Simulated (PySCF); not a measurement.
**Where the electron goes**

Species: Si4H10.
Cartesian coordinates in Å at the GFN2-xTB level; atoms count from 1:
```
atom  x, y, z in Å
Si1    2.1500    0.9946    0.8857
Si2    1.2759   -0.8696   -0.1688
Si3   -0.9977   -1.2160    0.1823
Si4   -2.3568    0.5495   -0.4360
H5     3.5754    1.2249    0.6416
H6     1.9892    0.9186    2.3405
H7     1.4564    2.2126    0.4561
H8     1.5133   -0.7598   -1.6191
H9     2.0595   -2.0604    0.2001
H10   -1.2098   -1.5134    1.6099
H11   -1.4551   -2.4498   -0.4784
H12   -1.9870    1.7715    0.2838
H13   -2.2296    0.8560   -1.8632
H14   -3.7843    0.3408   -0.1862
```

Theory: PySCF, TDDFT PBE0/def2-SVPD, vertical, gas phase, core orbitals frozen in the response.

Kohn–Sham orbitals with the atoms that hold most of them (Löwdin shares over 4%, at most four atoms; ? is withheld):

```
orbital  ε (eV)                               atoms
 LUMO+2    0.14   Si3 23%, Si2 22%, H10 12%, H8 12%
 LUMO+1   -0.43  Si3 22%, Si2 22%, Si1 13%, Si4 13%
   LUMO       ?  Si2 22%, Si3 22%, Si4 14%, Si1 14%
   HOMO   -8.23                                   ?
 HOMO-1   -8.52                                   ?
 HOMO-2   -8.98   Si3 20%, Si2 20%, H10 13%, H8 13%
 HOMO-3   -9.54  Si2 14%, Si3 13%, Si1 12%, Si4 11%
```

Problem. Which atoms hold the HOMO-1, and with what shares?

Solution. Si3 (bonded to 2 Si and 2 H) 18%; Si2 (bonded to 2 Si and 2 H) 18%; Si4 (bonded to Si and 3 H) 16%; Si1 (bonded to Si and 3 H) 16%.

Problem. Give the leading atoms of the HOMO.

Solution. Si2 (bonded to 2 Si and 2 H) 28%; Si3 (bonded to 2 Si and 2 H) 28%; Si1 (bonded to Si and 3 H) 12%; Si4 (bonded to Si and 3 H) 12%.

Problem. What is the LUMO energy, and the HOMO–LUMO gap?

Solution. ε(LUMO) = -0.49 eV; the gap is 7.74 eV (0.2843 hartree).

Problem. The HOMO–LUMO gap is 7.74 eV. Where does the response calculation put the lowest singlet, and from which orbitals?

Solution. S1 is at 6.61 eV (f = 0.123), 1.12 eV below the gap, made of HOMO→LUMO (79%), HOMO-1→LUMO+1 (11%). Without the coupling terms of the response equations the lowest excitation would equal the gap.

Problem. One configuration dominates each of S1, S2, S3 and S4. Which, and how do the shares of the two leading atoms of either orbital change from the occupied to the empty one?

Solution. 
- S1 (6.61 eV, f 0.123), HOMO→LUMO (79%): Si2 28% → 22%, Si3 28% → 22%
- S2 (6.72 eV, f 0.017), HOMO→LUMO+1 (87%): Si2 28% → 22%, Si3 28% → 22%
- S3 (6.91 eV, f 0.034), HOMO-1→LUMO (94%): Si3 18% → 22%, Si2 18% → 22%
- S4 (7.03 eV, f 0.093), HOMO-1→LUMO+1 (74%): Si3 18% → 22%, Si2 18% → 22%

Löwdin shares depend on the basis, the more so with diffuse functions.

One conformer stands for the species.
